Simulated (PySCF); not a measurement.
Iron: a sound run and one with changed settings

Sound run: Fe [Ar] 3d6 4s2, Fe⁺ [Ar] 3d6 4s1. Calculation: PySCF 2.14, in jorge-DZP-DKH (8s6p2d1f, 43 functions); the spin-free X2C one-electron Hamiltonian (Gaussian nucleus). The sound run starts from symmetry-adapted Hartree-Fock orbitals and uses a fine grid where one is needed.

Changed run: radial step 1.2 in ln r (0.13 in the sound run). This setting is unsound on purpose.

| species | method | sound run (hartree) | changed run (hartree) | converged |
| --- | --- | --- | --- | --- |
| Fe | UHF | -1271.29417 | -1271.29417 | yes |
| Fe | PBE | n/a | -1266.35466 | yes |
| Fe | MN15 | -1273.38433 | -1271.88428 | yes |
| Fe⁺ | UHF | -1271.06109 | -1271.06109 | yes |
| Fe⁺ | PBE | -1272.03705 | -1266.07261 | yes |
| Fe⁺ | MN15 | -1273.09817 | -1271.60126 | yes |

Ionisation energy of Fe:

```tsv
method	sound run (eV)	changed run (eV)
UHF	6.342	6.342
PBE	n/a	7.675
MN15	7.787	7.702
```

A coarse radial grid mis-integrates the density and the exchange-correlation energy, with errors of either sign; Hartree-Fock needs no grid.

For comparison, NIST gives 7.902 eV between the lowest levels.
